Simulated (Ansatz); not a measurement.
## Nudged elastic band run: FH5OSn

Input:

```yaml
crystal:
  periodic: [false, false, false]
  atoms:
    - { symbol: Sn, position_ang: [-0.072945, 0.066764, -0.091298] }
    - { symbol: O, position_ang: [0.095361, -0.070737, 1.963922] }
    - { symbol: H, position_ang: [-0.779064, -0.075404, 2.397674] }
    - { symbol: H, position_ang: [1.540796, 0.299092, -0.614216] }
    - { symbol: H, position_ang: [-1.031222, 1.499331, -0.301314] }
    - { symbol: H, position_ang: [-0.904069, -1.308309, -0.709798] }
    - { symbol: F, position_ang: [1.266933, -2.117653, 1.268706] }
    - { symbol: H, position_ang: [0.848811, -1.417685, 1.810624] }
basis:
  gaussian: { orbitals: def2-SVP }
hamiltonian:
  xc: pbe
neb:
  order_check: false
  images: 5
  f_tol: 0.05
  max_iterations: 60
  initial_path: linear
  final_atoms:
    - { symbol: Sn, position_ang: [0.29984211, -0.11496596, -0.31200911] }
    - { symbol: O, position_ang: [-0.52328852, -0.34503466, 2.37630461] }
    - { symbol: H, position_ang: [-1.04223257, -1.16790384, 2.45312133] }
    - { symbol: H, position_ang: [1.27909312, -0.25309308, -1.73912325] }
    - { symbol: H, position_ang: [0.06493632, 1.52750428, 0.13174123] }
    - { symbol: H, position_ang: [-1.08892642, -1.12660437, -0.46445983] }
    - { symbol: F, position_ang: [1.5713918, -0.96323517, 0.98722836] }
    - { symbol: H, position_ang: [0.40378516, -0.68126819, 2.29149667] }
```

Launched with:

```bash
$ ansatz run input.yaml --threads 1 --pin off --max-ram 2048MiB --backend cpu --events-out ev --progress --plain --runs-dir out
```

Output, in part (warnings, iteration lines, the closing report on the highest movable image, with atoms numbered from 0):

```
NEB end point (image 0): max|allowed force component| = 8.461e-3 eV/Å (the criterion of neb.relax_end_points is 1.000e-2)
NEB end point (image 6): max|allowed force component| = 1.559e-2 eV/Å (the criterion of neb.relax_end_points is 1.000e-2)
NEB iter   1: max|band force component| = 9.378e0 eV/Å  barrier→ = 1.1528 eV  barrier← = 1.4369 eV  Δτ_max = 0.2000 Å  (175 SCF iters)
NEB iter   2: max|band force component| = 1.724e0 eV/Å  barrier→ = 0.3520 eV  barrier← = 0.6362 eV  Δτ_max = 0.1925 Å  (152 SCF iters)
NEB iter   3: max|band force component| = 7.232e-1 eV/Å  barrier→ = 0.2178 eV  barrier← = 0.5020 eV  Δτ_max = 0.0667 Å  (134 SCF iters)
NEB iter   4: max|band force component| = 5.656e-1 eV/Å  barrier→ = 0.2000 eV  barrier← = 0.4841 eV  Δτ_max = 0.0752 Å  (133 SCF iters)
NEB iter   5: max|band force component| = 4.722e-1 eV/Å  barrier→ = 0.2007 eV  barrier← = 0.4848 eV  CI = image 2  Δτ_max = 0.0915 Å  (133 SCF iters)
NEB iter   6: max|band force component| = 1.335e0 eV/Å  barrier→ = 0.2080 eV  barrier← = 0.4922 eV  CI = image 2  Δτ_max = 0.0364 Å  (134 SCF iters)
NEB iter   7: max|band force component| = 2.168e-1 eV/Å  barrier→ = 0.2040 eV  barrier← = 0.4881 eV  CI = image 2  Δτ_max = 0.0462 Å  (131 SCF iters)
NEB iter   8: max|band force component| = 1.531e-1 eV/Å  barrier→ = 0.1964 eV  barrier← = 0.4805 eV  CI = image 2  Δτ_max = 0.0461 Å  (131 SCF iters)
NEB iter   9: max|band force component| = 1.138e-1 eV/Å  barrier→ = 0.1898 eV  barrier← = 0.4739 eV  CI = image 2  Δτ_max = 0.0462 Å  (131 SCF iters)
NEB iter  10: max|band force component| = 8.512e-2 eV/Å  barrier→ = 0.1840 eV  barrier← = 0.4682 eV  CI = image 2  Δτ_max = 0.0464 Å  (131 SCF iters)
NEB iter  11: max|band force component| = 5.600e-2 eV/Å  barrier→ = 0.1791 eV  barrier← = 0.4632 eV  CI = image 2  Δτ_max = 0.0461 Å  (131 SCF iters)
NEB iter  12: max|band force component| = 7.095e-2 eV/Å  barrier→ = 0.1751 eV  barrier← = 0.4592 eV  CI = image 2  Δτ_max = 0.0230 Å  (130 SCF iters)
NEB iter  13: max|band force component| = 6.227e-2 eV/Å  barrier→ = 0.1732 eV  barrier← = 0.4574 eV  CI = image 2  Δτ_max = 0.0230 Å  (128 SCF iters)
NEB iter  14: max|band force component| = 3.807e-2 eV/Å  barrier→ = 0.1717 eV  barrier← = 0.4558 eV  CI = image 2  Δτ_max = 0.0230 Å  (135 SCF iters)
NEB iter  15: max|band force component| = 4.996e-2 eV/Å  barrier→ = 0.1704 eV  barrier← = 0.4545 eV  CI = image 2  Δτ_max = 0.0461 Å  (26 SCF iters)
NEB iter  16: max|band force component| = 1.385e-1 eV/Å  barrier→ = 0.1685 eV  barrier← = 0.4526 eV  CI = image 2  Δτ_max = 0.0914 Å  (27 SCF iters)
NEB iter  17: max|band force component| = 5.726e-2 eV/Å  barrier→ = 0.1677 eV  barrier← = 0.4518 eV  CI = image 2  Δτ_max = 0.1806 Å  (133 SCF iters)
NEB iter  18: max|band force component| = 8.337e-2 eV/Å  barrier→ = 0.1675 eV  barrier← = 0.4517 eV  CI = image 2  Δτ_max = 0.0913 Å  (133 SCF iters)
NEB iter  19: max|band force component| = 1.222e-1 eV/Å  barrier→ = 0.1675 eV  barrier← = 0.4516 eV  CI = image 2  Δτ_max = 0.0458 Å  (128 SCF iters)
NEB iter  20: max|band force component| = 8.919e-2 eV/Å  barrier→ = 0.1675 eV  barrier← = 0.4516 eV  CI = image 2  Δτ_max = 0.0458 Å  (121 SCF iters)
NEB iter  21: max|band force component| = 8.289e-2 eV/Å  barrier→ = 0.1675 eV  barrier← = 0.4516 eV  CI = image 2  Δτ_max = 0.0458 Å  (114 SCF iters)
NEB iter  22: max|band force component| = 7.937e-2 eV/Å  barrier→ = 0.1675 eV  barrier← = 0.4516 eV  CI = image 2  Δτ_max = 0.0924 Å  (120 SCF iters)
NEB iter  23: max|band force component| = 6.110e-2 eV/Å  barrier→ = 0.1674 eV  barrier← = 0.4516 eV  CI = image 2  Δτ_max = 0.0921 Å  (115 SCF iters)
NEB iter  24: max|band force component| = 7.984e-2 eV/Å  barrier→ = 0.1674 eV  barrier← = 0.4516 eV  CI = image 2  Δτ_max = 0.0460 Å  (116 SCF iters)
NEB iter  25: max|band force component| = 9.660e-2 eV/Å  barrier→ = 0.1674 eV  barrier← = 0.4516 eV  CI = image 2  Δτ_max = 0.0230 Å  (114 SCF iters)
NEB iter  26: max|band force component| = 6.346e-2 eV/Å  barrier→ = 0.1674 eV  barrier← = 0.4516 eV  CI = image 2  Δτ_max = 0.0231 Å  (116 SCF iters)
NEB iter  27: max|band force component| = 4.319e-2 eV/Å  barrier→ = 0.1674 eV  barrier← = 0.4516 eV  CI = image 2  Δτ_max = 0.0000 Å  (243 SCF iters)
Total energy: -10667.42298095 eV, -392.0205639110 hartree
Atom 0 at     0.152945    -0.167503    -0.120255 Å, force    -0.000060    -0.000352     0.001521 eV/Å
Atom 1 at    -0.020413    -0.018352     2.079201 Å, force     0.000226    -0.000286     0.000467 eV/Å
Atom 2 at    -0.937312    -0.106371     2.403246 Å, force     0.000184    -0.000086    -0.000167 eV/Å
Atom 3 at     1.750273     0.287085    -0.559277 Å, force    -0.000110     0.000149    -0.000445 eV/Å
Atom 4 at    -0.896489     1.225919    -0.279989 Å, force    -0.000112    -0.000642    -0.001363 eV/Å
Atom 5 at    -0.631983    -1.463323    -0.948505 Å, force    -0.000558     0.001408    -0.000736 eV/Å
Atom 6 at     1.029562    -1.825653     1.193552 Å, force     0.000501    -0.000169     0.000664 eV/Å
Atom 7 at     0.518018    -1.056402     1.956328 Å, force    -0.000072    -0.000022     0.000058 eV/Å
Dipole moment:    -0.405829     0.187336    -0.034426 e Å
```

The run converged. The band force fell under the threshold earlier too, but the program's further tests of the path sent the band on. The profile has 2 maxima (images 2, 4) with wells between them (image 3): this band takes more than one step, which may be the mechanism or a detour left from its start path. Another band between the same ends (5 images) ends at a top of the same energy, where a vibrational analysis finds 1 clearly imaginary mode. The orbitals stay closed-shell, which can raise the energy where a bond breaks towards radicals; this wasn't checked here.

Final band (atoms are numbered from 1 in the order of the input):

| image | path coordinate (Å) | energy (kcal/mol) | Sn1–O2 (Å) | F7–H8 (Å) | Sn1–F7 (Å) |
| --- | --- | --- | --- | --- | --- |
| 0 | 0.00 | 0.0 | 2.07 | 0.98 | 2.90 |
| 1 | 0.38 | 1.4 | 2.11 | 1.02 | 2.56 |
| 2 | 0.77 | 3.9 | 2.21 | 1.20 | 2.29 |
| 3 | 2.00 | -4.0 | 2.74 | 1.68 | 2.02 |
| 4 | 3.24 | -2.7 | 3.41 | 1.80 | 1.99 |
| 5 | 4.48 | -4.1 | 3.17 | 1.77 | 2.00 |
| 6 | 5.72 | -6.6 | 2.82 | 1.77 | 2.01 |

The run took 3.7 min on 1 thread of Intel(R) Xeon(R) Platinum 8488C (Sapphire Rapids), with other jobs on the host, peak memory 0.16 GiB.
